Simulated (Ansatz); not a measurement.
A nudged elastic band was laid between two geometries of BF2H + BrH (6 atoms, charge 0, multiplicity 1).

Theory: Ansatz 0.2.0, RKS PBE/def2-SVPD.

```
movable images  : 9
climbing image  : yes
spring          : 5.0 eV/Å²
optimiser       : quadratic models (default)
start path      : through a guess of the saddle point
force threshold : 0.05 eV/Å
iteration limit : 60
end points      : relaxed
```

Initial state:

```xyz
6
Properties=species:S:1:pos:R:3
B -0.012 0.480 -0.174
H -0.019 0.865 0.968
F 1.129 0.325 -0.842
F -1.149 0.253 -0.831
Br 0.092 -2.700 1.077
H 0.095 -2.309 2.460
```

Final state:

```xyz
6
Properties=species:S:1:pos:R:3
B 0.020 -0.638 -0.528
H 0.007 0.389 2.288
F 1.143 0.068 -0.586
F -1.145 -0.001 -0.570
Br 0.079 -2.547 -0.412
H 0.032 -0.357 2.466
```

Which bonds break or form, and what moves?

Bonds broken: B1–H2, Br5–H6. Bonds formed: B1–Br5, H2–H6. BF2H + BrH becomes BBrF2 + H2.

Give the energies along the band, and the barrier.

The run converged. The highest image is number 5 of 0 to 10, 79.4 kJ/mol above the first end and 114.1 kJ/mol above the last; the last end lies 34.7 kJ/mol below the first. A vibrational analysis at the climbing image gives one clearly imaginary mode, 730i cm⁻¹: a first-order saddle point. The orbitals stay closed-shell, which can raise the energy where a bond breaks towards radicals; this wasn't checked here.

| image | path coordinate (Å) | energy (kJ/mol) | B1–H2 (Å) | Br5–H6 (Å) | B1–Br5 (Å) |
| --- | --- | --- | --- | --- | --- |
| 0 | 0.00 | 0.0 | 1.20 | 1.44 | 3.42 |
| 1 | 0.48 | 0.9 | 1.21 | 1.44 | 3.33 |
| 2 | 0.96 | 4.4 | 1.21 | 1.44 | 3.30 |
| 3 | 1.44 | 12.0 | 1.21 | 1.44 | 3.11 |
| 4 | 1.92 | 37.6 | 1.23 | 1.49 | 2.70 |
| 5 | 2.39 | 79.4 | 1.33 | 1.72 | 2.29 |
| 6 | 2.81 | 36.7 | 1.59 | 2.07 | 2.06 |
| 7 | 3.23 | -7.0 | 1.97 | 2.43 | 1.95 |
| 8 | 3.65 | -26.9 | 2.35 | 2.81 | 1.92 |
| 9 | 4.07 | -33.4 | 2.70 | 3.18 | 1.92 |
| 10 | 4.48 | -34.7 | 3.00 | 3.62 | 1.91 |

What is the geometry of the highest image?


```xyz
6
Properties=species:S:1:pos:R:3
B 0.012 -0.193 0.114
H 0.006 0.206 1.382
F 1.171 0.123 -0.478
F -1.170 0.055 -0.467
Br 0.079 -2.416 0.682
H 0.037 -0.861 1.426
```

What are the harmonic wavenumbers there?

730i, 206, 226, 473, 685, 753, 999, 1015, 1314, 1345, 1528, 2082 cm⁻¹.

Time of the run: 5.8 min on 4 threads of AMD EPYC 7B13 (Zen 3), with other jobs on the host, peak memory 0.2 GiB.
